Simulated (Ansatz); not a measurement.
The cluster K6⁻ (the lowest doublet isomer of a short search), 6 atoms. Hardware: 4 threads of AMD EPYC 7B13 on a shared host.

Correlated methods freeze 30 core orbitals; core or outer-core shells of K are correlated, in sets that lack core-valence functions.

Q: How many basis functions does each of these Ansatz runs have, and roughly what does it cost? PBE0/def2-TZVPD, charge -1 doublet, energy, from earlier orbitals; PBE/def2-TZVPD, charge -1 doublet, energy and forces, from earlier orbitals; PBE/def2-SVP, charge -1 doublet, energy with a search over starts; r2SCAN/def2-SVPD, charge -1 doublet, relaxation, 19 steps; RPA@PBE/def2-TZVPD, charge -1 doublet, energy, from earlier orbitals; HSE06/def2-TZVPD, charge -1 doublet, energy, from earlier orbitals; r2SCAN/def2-TZVPD, charge -1 doublet, energy, from earlier orbitals; MP2/def2-TZVPD, charge -1 doublet, energy, from earlier orbitals.

A: Other jobs shared the machine, so times can vary by a factor of up to 3.

```csv
run,functions,fitting or Cholesky vectors,wall time,peak host memory (GiB)
"PBE/def2-TZVPD, charge -1 doublet, energy and forces, from earlier orbitals",216,1980,18 s,0.58
"RPA@PBE/def2-TZVPD, charge -1 doublet, energy, from earlier orbitals",216,2022,19 s,0.89
"HSE06/def2-TZVPD, charge -1 doublet, energy, from earlier orbitals",216,2022,24 s,1.3
"PBE0/def2-TZVPD, charge -1 doublet, energy, from earlier orbitals",216,2022,27 s,1.3
"PBE/def2-SVP, charge -1 doublet, energy with a search over starts",144,1656,34 s,0.59
"MP2/def2-TZVPD, charge -1 doublet, energy, from earlier orbitals",216,2022,35 s,1.5
"r2SCAN/def2-TZVPD, charge -1 doublet, energy, from earlier orbitals",216,1980,69 s,1.2
"r2SCAN/def2-SVPD, charge -1 doublet, relaxation, 19 steps",162,1788,4.6 min,0.65
```
